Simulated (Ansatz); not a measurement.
Stepwise reaction of `O[SiH](O)[GeH3]` with hydrogen, as a gas-phase model of exchange steps in deposition or etching. ΔE in kJ/mol; ΔG adds harmonic PBE0-D4 terms to CCSD(T)/CBS, at 1 bar.

Computed with Ansatz on PBE0-D4/def2-TZVP structures; ΔE is electronic, products minus reactants. CCSD(T)/CBS adds triple-zeta CCSD(T) − MP2 to the extrapolated MP2 energy (def2 sets, frozen cores). This one scheme is used for every species. DFT in def2-TZVPP. B3LYP here is the variant with VWN-RPA as its local correlation; programs differ in this. For Ge outer-core shells are correlated without core-valence functions, which leaves a few kJ/mol of doubt a bond. Scalar relativity is left out up to krypton. One conformer a species, not always the lowest.

| step | reaction | PBE-D4 | B3LYP-D4 | ωB97M-V | CCSD(T)/CBS | ΔG(500 K) |
| --- | --- | --- | --- | --- | --- | --- |
| 1 | `O[SiH](O)[GeH3]` + H₂ → `O[SiH2][GeH3]` + H₂O | 83.0 | 86.6 | 86.9 | 83.4 | 82.9 |

(1) Give the row of step 2, `O[SiH2][GeH3]` + H₂ → `[SiH3][GeH3]` + H₂O. (Estimate.)

(2) By hand: ΔE of the 2 steps together at CCSD(T)/CBS.

## Answers

(1) The calculation gave: 
```tsv
step	reaction	PBE-D4	B3LYP-D4	ωB97M-V	CCSD(T)/CBS	ΔG(500 K)
2	`O[SiH2][GeH3]` + H₂ → `[SiH3][GeH3]` + H₂O	51.2	58.4	57.8	55.5	58.5
```

(2) (83.4) + (55.5) = 138.9 kJ/mol, or 69.5 kJ/mol a step.

In ΔE each step is lower than the one before. All are uphill at CCSD(T)/CBS. ΔG lies between 58.5 and 82.9 kJ/mol a step. PBE-D4 differs from CCSD(T)/CBS by -4.3 to -0.4 kJ/mol a step. Isolated molecules leave out the surface, adducts and barriers. Largest T1 diagnostic: 0.012.
